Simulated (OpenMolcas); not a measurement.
**Mo2+: terms and fine structure**

```yaml
Program: OpenMolcas
Method: RASSCF
Basis: ANO-RCC-VTZP [7s6p4d2f1g]
Scalar_Hamiltonian: DKH2, point nucleus
Active_space: 4 electrons in 9 orbitals (RAS2 4d 5s; RAS3 5p, at most 2 electrons)
State_averaging: 2S+1 = 5 even, 15 roots; 2S+1 = 3 even, 90 roots kept (CI in the orbitals of an earlier block); 2S+1 = 1 even, 90 roots kept (CI in the orbitals of an earlier block, 84 in the spin-orbit step); 2S+1 = 5 odd, 30 roots (21 in the spin-orbit step); 2S+1 = 3 odd, 84 roots kept (CI in the orbitals of an earlier block, 5 in the spin-orbit step); 2S+1 = 1 odd, 89 roots kept (CI in the orbitals of an earlier block, 0 in the spin-orbit step)
Spin-orbit_coupling: state interaction with AMFI integrals over the reference wave functions, term energies averaged over their components
```

With spin-orbit coupling, above the lowest level:

| Configuration | Term | J | E (eV) | Measured (eV) | Term weight % |
| --- | --- | --- | --- | --- | --- |
| 4d⁴ | ⁵D | 0 | 0.0000 | 0.0000 | 99 |
| 4d⁴ | ⁵D | 1 | 0.0291 | 0.0300 | 99 |
| 4d⁴ | ⁵D | 2 | 0.0821 | 0.0829 | 100 |
| 4d⁴ | ⁵D | 3 | 0.1529 | 0.1518 | 100 |
| 4d⁴ | ⁵D | 4 | 0.2371 | 0.2321 | 99 |
| 4d⁴ | ³P(1) | 0 | 1.8559 | 1.3823 | 97 |
| 4d⁴ | ³P(1) | 1 | 2.0118 | 1.5511 | 99 |
| 4d⁴ | ³H | 4 | 2.0132 | 1.5721 | 92 |
| 4d⁴ | ³H | 5 | 2.0804 | 1.6460 | 96 |
| 4d⁴ | ³H | 6 | 2.1441 | 1.7124 | 99 |
| 4d⁴ | ³F(1) | 2 | 2.2248 | 1.7269 | 98 |
| 4d⁴ | ³F(1) | 3 | 2.2323 | 1.7294 | 85 |
| 4d⁴ | ³P(1) | 2 | 2.2575 | 1.7801 | 98 |
| 4d⁴ | ³F(1) | 4 | 2.2663 | 1.7725 | 84 |
| 4d⁴ | ³G | 3 | 2.5263 | 1.9678 | 85 |
| 4d⁴ | ³G | 4 | 2.5850 | 2.0188 | 86 |
| 4d⁴ | ³G | 5 | 2.6348 | 2.0723 | 96 |
| 4d⁴ | ¹I | 6 | 3.1188 | 2.5157 | 99 |
| 4d⁴ | ³D | 3 | 3.1724 | 2.4162 | 99 |
| 4d⁴ | ³D | 2 | 3.1827 | 2.4272 | 93 |
| 4d⁴ | ³D | 1 | 3.2232 |  | 99 |
| 4d⁴ | ¹G(1) | 4 | 3.2560 | 2.5555 | 94 |
| 4d⁴ | ¹D(1) | 2 | 3.6954 | 2.8276 | 93 |
| 4d⁴ | ¹S | 0 | 3.6994 | 2.8504 | 98 |
| 4d³ 5s | ⁵F | 1 | 4.0829 | 4.0194 | 99 |
| 4d³ 5s | ⁵F | 2 | 4.1310 | 4.0720 | 100 |
| 4d³ 5s | ⁵F | 3 | 4.2020 | 4.1475 | 100 |
| 4d³ 5s | ⁵F | 4 | 4.2936 | 4.2434 | 100 |
| 4d⁴ | ¹F | 3 | 4.3641 |  | 97 |
| 4d³ 5s | ⁵F | 5 | 4.4027 | 4.3555 | 99 |
| 4d⁴ | ³P(2) | 2 | 5.0250 |  | 99 |
| 4d⁴ | ³F(2) | 2 | 5.1198 |  | 98 |
| 4d⁴ | ³F(2) | 4 | 5.1544 |  | 97 |
| 4d⁴ | ³F(2) | 3 | 5.1602 |  | 98 |
| 4d⁴ | ³P(2) | 1 | 5.1793 |  | 99 |
| 4d⁴ | ³P(2) | 0 | 5.2698 |  | 99 |
| 4d³ 5s | ³F(1) | 2 | 5.6247 |  | 96 |
| 4d³ 5s | ⁵P | 1 | 5.6427 | 5.2575 | 98 |
| 4d³ 5s | ⁵P | 2 | 5.6741 |  | 96 |
| 4d⁴ | ¹G(2) | 4 | 5.6747 | 4.4838 | 96 |

Against the 29 measured excited levels shown (Sugar and Musgrove, J. Phys. Chem. Ref. Data 17, 155 (1988)) the mean absolute deviation is 3400 cm-1; the largest miss in energy is 4d⁴ ¹G₄(2): computed 5.6747, measured 4.4838 eV (+26.6 %), and the largest in proportion 4d⁴ ³P₀(1) (+34.3 %).

Spin-orbit coupling puts the lowest level 0.1611 eV below the lowest spin-free term.

For ⁵D the intervals divided by the larger J are 234.7, 213.6, 190.5, 169.8 cm-1. Landé's interval rule makes them equal in pure LS coupling; they differ by 32 % of their mean. The multiplet is regular.

Some high roots are left out of the spin-orbit mixing, which shifts the levels that they would mix with. Without dynamic correlation excited terms often stand tens of per cent too high (terms of higher spin than the ground term too low), and those without a measured partner can miss by more than the paired ones. Terms from blocks run as CI alone lack orbitals of their own. Configurations are named by rounded mean occupations; where the s occupation lies near a half they are strongly mixed, a name can repeat and a true partner stay unpaired. A single d shell beside an s shell can misplace configurations of different d count against each other. Measured partners are found by configuration, term and J. A level has none where our copy of the source lacks it or the pairing is in doubt (some pairs that miss far off the trend of their configuration count as doubtful), and it then counts in no deviation. Levels of configurations outside the active space are missing. The first state left out of the spin-orbit step lies near 79000 cm-1 above the lowest spin-free state of the reference (among the parities and spins computed), and the list stops at four fifths of that energy or lower. The table shows the lowest 40 of 62 levels.

The term weight is that of the spin-free term in the level, not the purity of its configuration. A number in round brackets counts repeated terms of one configuration in the order of the reference energies.
